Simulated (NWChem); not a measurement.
System: SiNH5O; SMILES N[SiH2]O

```xyz
8

Si    -0.4691     0.0315    -0.0007
N      0.4117    -1.4395     0.0041
O      0.5420     1.3622     0.0068
H     -1.3349     0.0833     1.2183
H     -1.3103     0.0178    -1.2351
H      0.8229    -1.7781    -0.8581
H      0.9871    -1.6894     0.8006
H      0.1444     2.2079     0.2334
```
Atoms are numbered in this order, from 1.

All runs: NWChem. Geometry: optimised at PBE0/def2-SVP. Level: PBE0/def2-SVP with SMD (1 M gas to 1 M solution), gas-phase geometry. Reactions with the solvent are ignored.

For solvent water:

```
Property                                     Result
-------------------------------------------  ------
solvation free energy (kcal/mol)               -5.4
cavity-dispersion-structure term (kcal/mol)     3.1
```

**Question.** What are these values for solvent n-hexane?

**Answer.** 
- solvation free energy (kcal/mol): -2.4
- cavity-dispersion-structure term (kcal/mol): 0.0
